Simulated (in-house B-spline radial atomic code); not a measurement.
## Zn V (Zn4+): [Ar] 3d8

Method: non-relativistic r2SCAN0, spin-polarised, spherical fractional occupations, exact exchange averaged over the configuration, point nucleus. Calculated with a radial B-spline atomic code at the basis-set limit.

Z_r = [3n² - l(l+1)]/(2<r>); Z_e = n√(-2ε); the last column is Slater's effective charge. Values are occupation-weighted means over spin.

| shell | electrons | ε (eV) | <r> (bohr) | Z_r | Z_e | Slater |
| --- | --- | --- | --- | --- | --- | --- |
| 1s | 2 | -9546.1 | 0.05111 | 29.35 | 26.49 | 29.70 |
| 2s | 2 | -1227.6 | 0.2293 | 26.17 | 19.00 | 25.85 |
| 2p | 6 | -1087.6 | 0.1996 | 25.05 | 17.88 | 25.85 |
| 3s | 2 | -200.87 | 0.681 | 19.82 | 11.53 | 18.75 |
| 3p | 6 | -155.03 | 0.7009 | 17.83 | 10.13 | 18.75 |
| 3d | 8 | -77.998 | 0.7658 | 13.71 | 7.18 | 9.55 |

The least bound orbital is 3d down at -75.84 eV, and it is also the most diffuse (<r> = 0.7732 bohr).
